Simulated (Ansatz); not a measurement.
`[OH][Al]([SiH3])[Br]` + HCl → `[OH][Al]([SiH3])[Cl]` + HBr  (ligand exchange at the Al–Br bond)

Gas-phase electronic energies from Ansatz, PBE0-D4/def2-TZVP geometries. CBS: MP2 limit from def2 TZ/QZ plus the TZ coupled-cluster correction, frozen cores. This one scheme is used for every species. DFT in def2-TZVPP. For Br outer-core shells are correlated without core-valence functions, which leaves a few kJ/mol of doubt a bond. Scalar relativity is left out up to krypton. Each species was taken in one conformer, which may not be the lowest.

`[OH][Al]([SiH3])[Br]`:

```xyz
8

O    -0.158   -0.719   -2.109
Al   -0.646   -0.446   -0.516
Si    0.826    0.684    1.055
Br   -2.702   -1.148    0.127
H    -0.700   -1.153   -2.767
H     0.219    1.980    1.467
H     2.165    0.952    0.467
H     0.997   -0.150    2.276
```

HCl:

Cartesian coordinates in Å:
```
Cl 0.132 -0.615 0.116
H -0.132 0.615 -0.116
```

`[OH][Al]([SiH3])[Cl]`:

Cartesian coordinates in Å:
```
O -0.536 1.995 -0.763
Al -0.774 0.354 -0.447
Si 0.979 -0.894 0.687
Cl -2.578 -0.543 -1.054
H -1.171 2.556 -1.208
H 1.300 -0.265 1.997
H 0.563 -2.302 0.927
H 2.218 -0.902 -0.138
```

HBr:

Cartesian coordinates in Å:
```
Br -0.427 0.339 0.455
H 0.427 -0.339 -0.455
```

Task: Is it downhill or uphill in electronic energy at CCSD(T)/CBS, and by how much? (Estimate.)

Result: The calculation gave: Nearly level: ΔE = +1.8 kJ/mol.

Task: What do these levels give: BHLYP-D4, ωB97M-V, r2SCAN, RPA@PBE/def2-TZVPP, CCSD/def2-SVP, CCSD/CBS(def2)? (Estimate.)

Result: The calculation gave: BHLYP-D4 0.4, ωB97M-V -0.3, r2SCAN -0.4, RPA@PBE/def2-TZVPP 0.1, CCSD/def2-SVP -3.6, CCSD/CBS(def2) 1.7 kJ/mol.

Largest T1 diagnostic among the species: 0.012.

Leaving LDA and LC-ωPBE aside and taking each functional with its dispersion term where it has one, the values, not all of them listed here, spread over 6.7 kJ/mol, from B97M-V to PBE-QIDH. At CCSD(T), def2-SVP lies −5.3 kJ/mol from the extrapolated value and def2-TZVPP −0.8 kJ/mol.
